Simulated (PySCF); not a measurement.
# One molecule, several mistakes: BClH3OSi cation

Calculated results; nothing here was measured. They come from PySCF 2.14.0, an open-source quantum chemistry program, on an isolated molecule that a program drew, which may never have been made. The molecule is BClH3OSi cation (charge +1, singlet), drawn as the SMILES string `B[Si+](O)Cl`.

Each row is a Hartree-Fock (HF) and frozen-core CCSD(T) single point in the cc-pV(D+d)Z basis, meant for a local HF minimum. Run 1 is clean. Each other run has one planted mistake out of seven kinds, and not every kind appears here: one electron removed, one electron added, multiplicity raised by two, geometry at a saddle point, minimal basis STO-3G, one bond length entered in bohr, all coordinates scaled. The reference is restricted for singlets and unrestricted otherwise, and also for a bond in bohr. Adding or removing an electron swaps singlet and doublet. Electrons count all cores. HOMO and LUMO are orbital energies over both spins, the gradient is its largest component, and the lowest frequency (negative if imaginary) is given only where the gradient is small. Bond lengths are over the 6 bonds as drawn. T1 is the CCSD diagnostic: over 0.02 (restricted) or 0.045 (unrestricted) a single reference is doubtful.

Geometry of the clean run:
```xyz
7
BClH3OSi cation, angstrom
B    -1.9132   -1.6231    1.0157
Si   -0.0193   -0.9423    0.7036
O     0.9520   -0.3900    1.8058
Cl    0.7581   -0.9326   -1.0999
H    -2.7997   -0.8365    0.9382
H    -2.0495   -2.7793    1.2512
H     0.8603   -0.2742    2.7457
```

| run | electrons | basis functions | <S^2> | HOMO (eV) | LUMO (eV) | gradient (hartree/bohr) | lowest frequency (cm^-1) | mean bond (Å) | longest bond (Å) | T1 | HF (hartree) | CCSD(T) (hartree) | mistake |
|---|---|---|---|---|---|---|---|---|---|---|---|---|---|
| 1 | 46 | 89 | 0.000 | -17.95 | -4.64 | 1.6e-05 | 129 | 1.4828 | 2.037 | 0.0147 | -849.52624 | -850.05558 | no fault |
| 2 | 47 | 89 | 0.761 | -6.59 | 1.36 | 8.0e-02 | - | 1.4828 | 2.037 | 0.0139 | -849.73033 | -850.27772 | one electron added |
| 3 | 46 | 89 | 1.032 | -15.57 | -5.36 | 1.1e-02 | - | 1.7741 | 3.711 | 0.0186 | -849.40385 | -849.90117 | ? |
| 4 | 45 | 89 | 0.788 | -24.33 | -15.92 | 8.7e-02 | - | 1.4828 | 2.037 | 0.0280 | -848.90324 | -849.42762 | ? |

**Which mistake was planted in run 3, and what did it cost?**

The mean bond changes by a factor of 1.196 and the longest by 1.822, so the molecule wasn't scaled as a whole. A length L in bohr read as angstrom grows by (1/0.5292 - 1) L = 0.890 L. The 6 bonds together grew by 6 x 0.2913 = 1.748 Å, which gives L = 1.964 Å. That is bond Si2-Cl4, 1.964 Å in the clean geometry. So the mistake is: one bond length entered in bohr. Subtracting run 1 and multiplying by 627.51 kcal/mol a hartree, the energy moved by 76.8 kcal/mol in HF and 96.9 kcal/mol in CCSD(T).

**Which mistake was planted in run 4, and what did it cost?**

It counts 45 electrons, one fewer than the clean run, at the same geometry and basis. So the mistake is: one electron removed. Subtracting run 1 and multiplying by 627.51 kcal/mol a hartree, the energy moved by 390.9 kcal/mol in HF and 394.1 kcal/mol in CCSD(T).

